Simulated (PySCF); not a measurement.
# Static response to an electric field

Species: (KH)3 ring, K₃H₃.
Geometry (PBE0-D3(BJ)/def2-SVP, Å), atoms numbered from 1 in this order:
```
atom  x, y, z in Å
K1     1.9670    1.3946   -0.6569
H2    -0.1377    1.5052   -1.9306
K3    -2.0892    0.1416   -1.2958
H4    -1.9295   -1.3653    0.6471
K5     0.1416   -1.5373    1.9658
H6     2.0479   -0.1387    1.2703
```

Level: CAM-B3LYP/def2-SVPD (PySCF), static field, nuclei fixed, core orbitals frozen in the response. The polarisability tensor in these axes (au):

```
x   105.71   3.98   3.08
y     3.98  98.62  -7.37
z     3.08  -7.37 101.58
```

Diagonalise the tensor; give its mean and Δα, where Δα² is half the sum of the squared differences of the eigenvalues.

Principal values 90.87, 107.35 and 107.68 au; mean 101.97 au = 15.11 Å³ = 16.81 × 10⁻⁴⁰ C²·m²/J; Δα = 16.65 au (16 % of the mean).

What is the dipole moment?

0.17 D at this geometry.

Orientational against electronic polarisability at 400 K (dilute gas, rigid molecules)?

In Gaussian units μ²/3kT = 0.17 Å³ against 15.11 Å³, a ratio of 0.01; the Debye molar polarisation (4π/3)N_A(α + μ²/3kT) is 38.6 cm³/mol, leaving out the vibrational part.

Molar refractivity from α?

Lorentz–Lorenz: R = (4π/3)N_A α = 2.5225 cm³/(mol·Å³) × 15.11 Å³ = 38.1 cm³/mol, in the limit of long wavelengths.

Find the Langevin capture rate constant for O2+ (31.990 u) meeting this molecule (119.915 u), k = 2.342 × 10⁻⁹ cm³/s × √(α in Å³ / reduced mass in u).

The reduced mass is 25.25 u, so k = 1.81 × 10⁻⁹ cm³/s.

Isolated species at its PBE0-D3(BJ)/def2-SVP geometry, gas phase.
